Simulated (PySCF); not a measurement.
PySCF input (TPSSh/def2-TZVPD):

```python
from pyscf import gto, scf, dft

mol = gto.M(
    atom='''
    C    -0.39558635    1.04640118   -0.09293006
    C    -1.18815432   -0.22778082    0.08963297
    C     0.35181269   -0.04602439   -0.01412671
    O     1.41250103   -0.69974199   -0.00038146
    H    -0.51136367    2.11496173   -0.20352438
    H    -1.74776241   -0.67517187   -0.74820044
    H    -1.64931435   -0.47742971    1.05931933
    ''',
    basis='def2-tzvpd',
    charge=-1,
    spin=0,
    verbose=4,
)

mf = dft.RKS(mol, xc='tpssh').density_fit(auxbasis='def2-universal-jkfit')
mf.grids.level = 3
mf.conv_tol = 1e-9
mf.max_cycle = 100
mf.max_memory = 1500
mf.kernel()
if not mf.converged:
    mf = mf.newton()
    mf.kernel(mf.make_rdm1())
mf.analyze()
```

End of the output:

```
Extra cycle  E= -191.369040606772  delta_E= 2.61e-11  |g|= 1.26e-05  |ddm|= 0.000107
converged SCF energy = -191.369040606772
**** SCF Summaries ****
Total Energy =                        -191.369040606772444
Nuclear Repulsion Energy =             100.671733628304608
One-electron Energy =                 -465.193081469203833
Two-electron Energy =                  173.152307234126795
Two-electron Coulomb Energy =          199.361284712810544
DFT Exchange-Correlation Energy =      -26.208977478683749
HOMO-LUMO gap [eV] =                     3.564885147240361
**** MO energy ****
MO #1   energy= -18.7943683506564  occ= 2
MO #2   energy= -9.95144651418654  occ= 2
MO #3   energy= -9.91272747530236  occ= 2
MO #4   energy= -9.88248004634354  occ= 2
MO #5   energy= -0.753503035794328 occ= 2
MO #6   energy= -0.599981298488515 occ= 2
MO #7   energy= -0.370613127575634 occ= 2
MO #8   energy= -0.30150916109341  occ= 2
MO #9   energy= -0.216611551099482 occ= 2
MO #10  energy= -0.207898354072546 occ= 2
MO #11  energy= -0.15877725188022  occ= 2
MO #12  energy= -0.113204450511827 occ= 2
MO #13  energy= -0.089521302911951 occ= 2
MO #14  energy= 0.0122739221775965 occ= 2
MO #15  energy= 0.02376243837137   occ= 2
MO #16  energy= 0.154769552254515  occ= 0
MO #17  energy= 0.172768863013439  occ= 0
MO #18  energy= 0.174416477149883  occ= 0
MO #19  energy= 0.201000813882896  occ= 0
MO #20  energy= 0.221240639479999  occ= 0
MO #21  energy= 0.22617427046456   occ= 0
MO #22  energy= 0.24288238855146   occ= 0
MO #23  energy= 0.249141125657917  occ= 0
MO #24  energy= 0.257532244201895  occ= 0
MO #25  energy= 0.292960228092427  occ= 0
MO #26  energy= 0.300190745982718  occ= 0
MO #27  energy= 0.318990201847866  occ= 0
MO #28  energy= 0.341073441093095  occ= 0
MO #29  energy= 0.349539230076214  occ= 0
MO #30  energy= 0.350715854701942  occ= 0
MO #31  energy= 0.3642340996657    occ= 0
MO #32  energy= 0.367633271329321  occ= 0
MO #33  energy= 0.388637300392666  occ= 0
MO #34  energy= 0.39568902384804   occ= 0
MO #35  energy= 0.406097698644272  occ= 0
MO #36  energy= 0.40666882679633   occ= 0
MO #37  energy= 0.42967388863468   occ= 0
MO #38  energy= 0.442031937448947  occ= 0
MO #39  energy= 0.457490415835626  occ= 0
MO #40  energy= 0.463429125096622  occ= 0
MO #41  energy= 0.471100721255768  occ= 0
MO #42  energy= 0.494695117109161  occ= 0
MO #43  energy= 0.49600053429129   occ= 0
MO #44  energy= 0.515908179874225  occ= 0
MO #45  energy= 0.523466291610014  occ= 0
MO #46  energy= 0.525885195950508  occ= 0
MO #47  energy= 0.537363526706816  occ= 0
MO #48  energy= 0.55601030469464   occ= 0
MO #49  energy= 0.560174728901229  occ= 0
MO #50  energy= 0.561064447776995  occ= 0
MO #51  energy= 0.567998683926896  occ= 0
MO #52  energy= 0.610485283857096  occ= 0
MO #53  energy= 0.618203770392579  occ= 0
MO #54  energy= 0.663288440267413  occ= 0
MO #55  energy= 0.666253815396201  occ= 0
MO #56  energy= 0.675776008598282  occ= 0
MO #57  energy= 0.693390002861574  occ= 0
MO #58  energy= 0.711646373536486  occ= 0
MO #59  energy= 0.728741366252441  occ= 0
MO #60  energy= 0.734928876884384  occ= 0
MO #61  energy= 0.755602677778508  occ= 0
MO #62  energy= 0.766560753722197  occ= 0
MO #63  energy= 0.767036943762456  occ= 0
MO #64  energy= 0.792459171351613  occ= 0
MO #65  energy= 0.804224368805547  occ= 0
MO #66  energy= 0.810844481654     occ= 0
MO #67  energy= 0.837777411478466  occ= 0
MO #68  energy= 0.859062746858913  occ= 0
MO #69  energy= 0.860709284300915  occ= 0
MO #70  energy= 0.875200896364001  occ= 0
MO #71  energy= 0.911511448052026  occ= 0
MO #72  energy= 0.928046862382971  occ= 0
MO #73  energy= 0.945767844398614  occ= 0
MO #74  energy= 1.02655224199736   occ= 0
MO #75  energy= 1.08568321879003   occ= 0
MO #76  energy= 1.08793597889602   occ= 0
MO #77  energy= 1.10796521851682   occ= 0
MO #78  energy= 1.1556577950927    occ= 0
MO #79  energy= 1.16366074881285   occ= 0
MO #80  energy= 1.21045013006792   occ= 0
MO #81  energy= 1.21848606349574   occ= 0
MO #82  energy= 1.27037783276386   occ= 0
MO #83  energy= 1.31677307555485   occ= 0
MO #84  energy= 1.33507686612058   occ= 0
MO #85  energy= 1.34191222336179   occ= 0
MO #86  energy= 1.37275852007443   occ= 0
MO #87  energy= 1.42011858904304   occ= 0
MO #88  energy= 1.48523688031649   occ= 0
MO #89  energy= 1.50082155752073   occ= 0
MO #90  energy= 1.51859222128072   occ= 0
MO #91  energy= 1.56705023217062   occ= 0
MO #92  energy= 1.67591621311778   occ= 0
MO #93  energy= 1.8277243787015    occ= 0
MO #94  energy= 1.85182949758935   occ= 0
MO #95  energy= 1.95276991168488   occ= 0
MO #96  energy= 1.96041416870751   occ= 0
MO #97  energy= 1.9946257694312    occ= 0
MO #98  energy= 2.00798513258769   occ= 0
MO #99  energy= 2.02476890351569   occ= 0
MO #100 energy= 2.06935695399243   occ= 0
MO #101 energy= 2.10960925585264   occ= 0
MO #102 energy= 2.13794986365187   occ= 0
MO #103 energy= 2.17096197347428   occ= 0
MO #104 energy= 2.17449159818248   occ= 0
MO #105 energy= 2.24387727690064   occ= 0
MO #106 energy= 2.2993975267132    occ= 0
MO #107 energy= 2.30965482694795   occ= 0
[...]
```

It need not be the lowest isomer of its formula. Whether it binds its extra electron was not tested at this geometry.
